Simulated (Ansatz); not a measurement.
Be₂Cl₅⁻: single points at one geometry.

```yaml
crystal:
  periodic: [false, false, false]
  atoms:
    - {symbol: Be, position_ang: [-0.404887, 1.336404, -0.592765]}
    - {symbol: Be, position_ang: [0.342203, -1.127935, 0.500505]}
    - {symbol: Cl, position_ang: [-1.226602, 0.449500, 0.970713]}
    - {symbol: Cl, position_ang: [1.046240, 0.155976, -1.233497]}
    - {symbol: Cl, position_ang: [-0.908605, 3.015759, -1.344448]}
    - {symbol: Cl, position_ang: [1.700872, -1.112675, 1.902441]}
    - {symbol: Cl, position_ang: [-0.549231, -2.717018, -0.202959]}
basis:
  gaussian: {orbitals: def2-TZVPD, initial_orbitals: start.molden}
total_charge: -1
hamiltonian: {xc: {name: revPBE}, dispersion: d4}
scf: {omitted_lower_state_checks: [starts]}
output: {orbitals: {seedname: orbitals}}
```

The file start.molden holds the orbitals of an earlier run on this structure, at another level or in another basis.

```sh
$ ansatz run in.yaml --threads 4 --pin off --events-out ev --progress --plain --max-ram 4787MiB
```

Output, abridged:

```
Functional definition: revPBE
1714 factors; their error is unknown
mean field evaluation 1: about -63419.2005 eV, gradient 1.6e1 eV
mean field evaluation 2: about -63419.2856 eV, gradient 1.6e-1 eV
mean field evaluation 4: about -63419.2624 eV, gradient 2.3e-4 eV
mean field -63419.26238470 eV, -2330.6149055178 hartree, gradient 6.2e-6 eV, S^2 0.000000; 0 other end points of the search recorded, 0 dependent functions left out
reference -63419.26247334 eV, -2330.6149087750 hartree; 47, 47 occupied and 227, 227 virtual orbitals, 1714 factors
Total energy: -63420.05484391 eV, -2330.6440278566 hartree
Checks for a lower state left out: starts
```

Hardware: 4 threads of Arm Neoverse V2 on a shared host. Wall time 3.7 s.

First input, but with `hamiltonian: {xc: {name: B3LYP}, dispersion: d4}` (abridged; 7.5 s):

```
Functional definition: B3LYP
mean field -63433.65680005 eV, -2331.1438905250 hartree, gradient 2.4e-5 eV, S^2 0.000000
Total energy: -63434.19128744 eV, -2331.1635325741 hartree
Checks for a lower state left out: starts
```

Geometry: PBE-D4/def2-SVPD.

B3LYP takes the VWN-RPA correlation. The structure comes from a short search, and lower isomers may exist.
